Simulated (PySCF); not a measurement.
CH₆HfO, SMILES C[O][HfH3], multiplicity 1. Heavy atoms are numbered as in [HfH3:1][O:2][CH3:3]. Hydrogens are named by the atom that carries them.

Geometry: B3LYP-D3(BJ)/def2-SVP. The multiplicity is an assumed one; no other spin state was optimised. The structure was generated by enumeration; whether it is a known compound was not checked. The def2 effective core potentials stand for the cores of Hf; spin–orbit coupling is left out.

Level of theory: PBE/def2-TZVPD (PySCF).

Mulliken values depend strongly on the basis, most of all with diffuse functions as here. ESP charges are fitted to the potential on shells at 1.4 to 2.0 van der Waals radii. Atomic charges (e), one atom of each kind:

```csv
atom,ESP fit,Mulliken
Hf1 (HfH3),(withheld),0.65
O2,(withheld),-0.24
C3 (CH3),-0.38,-0.30
H on C3,(withheld),0.18
H on Hf1,-0.34,-0.22
```

Problem. Complete the blanks. (An estimate is asked for; the answer gives what the named calculation found.)

Solution. 
- Hf1 (HfH3), ESP fit: 1.24
- O2, ESP fit: -0.33
- H on C3, ESP fit: 0.16
